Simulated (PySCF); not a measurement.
Ligand exchange on a metal centre used in film growth or etching (Hf Cl-H). Gas-phase values, no solvent.

The LUMO from two functionals at the same geometries (r2SCAN-D4/def2-SVP), both in PySCF: PBE-D3(BJ)/def2-TZVP and TPSSh-D3(BJ)/def2-TZVP. 

```json
[
 {"species": "0 of 4 Cl replaced by H ([Hf(Cl)4])", "PBE-D3(BJ)/def2-TZVP (eV)": "-3.02"},
 {"species": "1 of 4 Cl replaced by H ([Hf(Cl)3(H)])", "PBE-D3(BJ)/def2-TZVP (eV)": "-3.12"},
 {"species": "2 of 4 Cl replaced by H ([Hf(Cl)2(H)2])", "PBE-D3(BJ)/def2-TZVP (eV)": "-3.28"},
 {"species": "3 of 4 Cl replaced by H ([Hf(Cl)(H)3])", "PBE-D3(BJ)/def2-TZVP (eV)": "-3.13"},
 {"species": "4 of 4 Cl replaced by H ([Hf(H)4])", "PBE-D3(BJ)/def2-TZVP (eV)": "-3.07"}
]
```

Q: What does TPSSh-D3(BJ)/def2-TZVP give for each?

A: 
- 0 of 4 Cl replaced by H ([Hf(Cl)4]): -2.65
- 1 of 4 Cl replaced by H ([Hf(Cl)3(H)]): -2.68
- 2 of 4 Cl replaced by H ([Hf(Cl)2(H)2]): -2.77
- 3 of 4 Cl replaced by H ([Hf(Cl)(H)3]): -2.58
- 4 of 4 Cl replaced by H ([Hf(H)4]): -2.47
Over these rows, drawn at random from the members with no instability flagged (it was tested for open shells, ions and some series alone), PBE minus TPSSh-D3(BJ): mean -0.49 eV, from -0.60 eV to -0.37 eV.
